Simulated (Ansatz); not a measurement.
`[CH3][Hf]([F])([F])[Cl]` + H₂S → `[F][Hf]([F])([SH])[Cl]` + CH₄ at 500 K and 1 bar (ligand exchange at the Hf–C bond).

Calculated with Ansatz (gas phase, PBE0-D4/def2-TZVP geometries, no zero-point term in ΔE). CBS: MP2 limit from def2 TZ/QZ plus the TZ coupled-cluster correction, frozen cores. This one scheme is used for every species. def2 core potentials past Kr. For Hf outer-core shells are correlated without core-valence functions, which leaves a few kJ/mol of doubt a bond. Each species was taken in one conformer, which may not be the lowest.

```
                  species  CCSD(T)/CBS energy (Eh)  H − E (kJ/mol)  S (J/(mol·K))
`[CH3][Hf]([F])([F])[Cl]`               -747.37169           152.3          450.6
                      H₂S               -398.97279            57.0          224.0
 `[F][Hf]([F])([SH])[Cl]`              -1105.93208            82.6          450.1
                      CH₄                -40.46206           135.6          206.8
```

H − E and S are ideal-gas, rigid-rotor, harmonic terms from PBE0-D4/def2-TZVP, for one conformer and one mirror image of each species. 1 Eh = 2625.50 kJ/mol, R = 8.31446 J/(mol·K).

By hand: ΔE, ΔH, ΔS and ΔG.

ΔE = (-1105.93208) + (-40.46206) − (-747.37169) − (-398.97279) = -0.04966 Eh = -130.4 kJ/mol. Δ(H − E) = 82.6 + 135.6 − 152.3 − 57.0 = 8.9, so ΔH = -121.5 kJ/mol. ΔS = 450.1 + 206.8 − 450.6 − 224.0 = -17.7 J/(mol·K). ΔG = -121.5 − 500 × (-17.7)/1000 = -112.7 kJ/mol.

By hand: the equilibrium constant, and the temperature at which ΔG would vanish if ΔH and ΔS stayed fixed.

log₁₀ K = −ΔG/(RT ln 10) = 11.8. ΔG = 0 at ΔH/ΔS = 6864 K, far beyond where these terms or the molecules hold.

ΔH outweighs TΔS. A doubt of 5 kJ/mol in ΔE shifts log₁₀ K by 0.5 here. Other conformers and mirror images would add mixing entropy, several J/(mol·K) or more a flexible species. These are equilibria of isolated gas molecules and say nothing of rates. Largest T1 diagnostic: 0.016 (customary marks: 0.02 for closed shells, 0.045 for open ones).
